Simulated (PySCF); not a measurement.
Al(H)(NHMe)2 (C2H9AlN2), SMILES C[NH][AlH][NH]C. Atoms are numbered in the order given.

```xyz
14

Al     0.8074     0.0399     0.0000
H      2.3188     0.5023     0.0000
N     -0.5009     1.2562     0.0000
C     -0.3654     2.7033     0.0000
H     -1.4788     0.9710     0.0000
H     -0.8213     3.1752     0.8918
H     -0.8213     3.1752    -0.8918
H      0.7015     2.9791     0.0000
N      0.4213    -1.7046     0.0000
C     -0.8597    -2.3880     0.0000
H      1.1990    -2.3636     0.0000
H     -1.0027    -3.0285     0.8917
H     -1.0027    -3.0285    -0.8917
H     -1.6810    -1.6536     0.0000
```

Geometry: TPSSh-D3(BJ)/def2-SVP. The structure was generated by enumeration; whether it is a known compound was not checked. The values are those of a single conformer.

Calculation: HF/pcSseg-1 run with PySCF.

GIAO shieldings, no solvent; atoms listed in one row are averaged. δ = σ(ref) − σ: ¹H against TMS (σ = 31.99 ppm); ¹⁵N against NH3 (σ = 267.3 ppm); ¹³C against TMS (σ = 192.6 ppm), references at their B3LYP-D3(BJ)/def2-TZVP geometries, non-relativistic.

Computed chemical shifts:
```csv
nucleus,atoms,count,δ (ppm)
¹H,H2,1,4.06
¹H,"H6, H7, H8",3,2.90
¹H,"H12, H13, H14",3,2.80
¹H,H5,1,0.47
¹H,H11,1,0.27
¹⁵N,N9,1,20.3
¹⁵N,N3,1,18.2
¹³C,C10,1,32.3
¹³C,C4,1,31.3
```
